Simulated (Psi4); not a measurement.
A dimer, H3ClSi ··· H3ClSi (SMILES [SiH3]Cl and [SiH3]Cl); the first 5 atoms form monomer A.

```
10

Si    -0.1325     0.0017    -0.0008
Cl     1.9336    -0.0247     0.0116
H     -0.6064    -0.9436    -1.0303
H     -0.5810     1.3724    -0.3141
H     -0.6137    -0.4057     1.3336
Si    -2.3575     3.1573     2.4825
Cl    -2.5931     4.8455     1.3144
H     -3.6371     2.4223     2.5057
H     -1.9812     3.5803     3.8454
H     -1.2944     2.3228     1.8896
```

Problem. What interaction energy does SAPT0/jun-cc-pVDZ, frozen core (Psi4) give, and which attractive term is the largest?

Solution. Total 0.38 kcal/mol: electrostatics -0.36, exchange 1.91, induction -0.21, dispersion -0.96. The most attractive term is dispersion.
